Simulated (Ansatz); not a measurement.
Reaction (ligand exchange at a B–C bond): `[SiH3]B[CH2][GaH2]` + `OCS` → `[SiH3]BOCS` + `[CH3][GaH2]`

Program: Ansatz. Geometries: PBE0-D4/def2-TZVP. ΔE: electronic, gas phase. CCSD(T)/CBS adds triple-zeta CCSD(T) − MP2 to the extrapolated MP2 energy (def2 sets, frozen cores). Functionals use def2-TZVPP. For Ga outer-core shells are correlated without core-valence functions, which leaves a few kJ/mol of doubt a bond. Scalar relativity is left out up to krypton. One conformer a species, not always the lowest.

(1) Is it downhill or uphill in electronic energy at CCSD(T)/CBS, and by how much? (An estimate is asked.)

(2) What do these levels give: PBE0-D4, ωB97M-V, B2PLYP, r2SCAN, MP2/def2-QZVPP, MP2/CBS(def2)? (Best estimate.)

Largest T1 diagnostic among the species: 0.014.

Answers

(1) Ansatz gave: Downhill: ΔE = -103.1 kJ/mol.

(2) The calculation gave: PBE0-D4 -98.5, ωB97M-V -106.6, B2PLYP -115.3, r2SCAN -104.3, MP2/def2-QZVPP -101.7, MP2/CBS(def2) -100.0 kJ/mol.

The D4 term adds +6.8 kJ/mol with B3LYP and +3.4 kJ/mol with PBE0; it sums over pairs of atoms, weighted by their polarisabilities, and B3LYP, whose exchange is more repulsive, gets the larger term. In def2-TZVPP, CCSD(T) changes the Hartree–Fock value by +21.2 kJ/mol (the triples alone add +2.3 kJ/mol) and MP2 by +24.4 kJ/mol.

B3LYP here is the variant with VWN-RPA as its local correlation; programs differ in this.
